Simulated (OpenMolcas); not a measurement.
Au6+ among 4 point charges of -2.5 e arranged as a tetrahedron (Td), 2.17 Å from the ion.
```
   1.2529    1.2529    1.2529  -2.50
   1.2529   -1.2529   -1.2529  -2.50
  -1.2529    1.2529   -1.2529  -2.50
  -1.2529   -1.2529    1.2529  -2.50
```

| Quantity | Value |
| --- | --- |
| Program | OpenMolcas |
| Method | SS-CASPT2, IPEA 0.25 Eh, imaginary shift 0.1 Eh (closed shells correlated: 4f 5s 5p) |
| Basis | ANO-RCC-VDZP [7s6p4d2f] |
| Scalar Hamiltonian | DKH2, point nucleus |
| Active space | 5 electrons in 5 orbitals (5d) |
| State averaging | 2S+1 = 6 even, 1 root; 2S+1 = 4 even, 24 roots; 2S+1 = 2 even, 75 roots |
| Spin-orbit coupling | state interaction with AMFI integrals over the reference wave functions |

Q: What is the spin-free ground state (labels of Td)?

A: 6A1, 1-fold in its orbital part, 100 % from free-ion S terms; it has the highest spin that d5 allows.

Q: What are the lowest two levels with spin-orbit coupling?

A: A 4-fold level Γ8, then a 2-fold level Γ7 72 cm-1 above it. Their leading multiplicities are 6 (76 %) and 6 (76 %).

Q: What is χT at 300 K?

A: 3.86 cm3 K/mol.

Roots that are degenerate in the reference are averaged as groups; the widest CASPT2 spread within a group is 110 cm-1 (the 3-fold group of multiplicity 2 near 44400 cm-1 above the lowest state of its run). Shifts and gaps below about the spread of the groups concerned are not significant. Point charges give a weaker field than real ligands, and real ions of this kind are as a rule low spin; the high spin found here belongs to the model. Free-ion shares, where given, are those of the reference states; single-state CASPT2 does not remix them. This is an electrostatic model: the charges have no orbitals. No measured value stands beside these numbers.
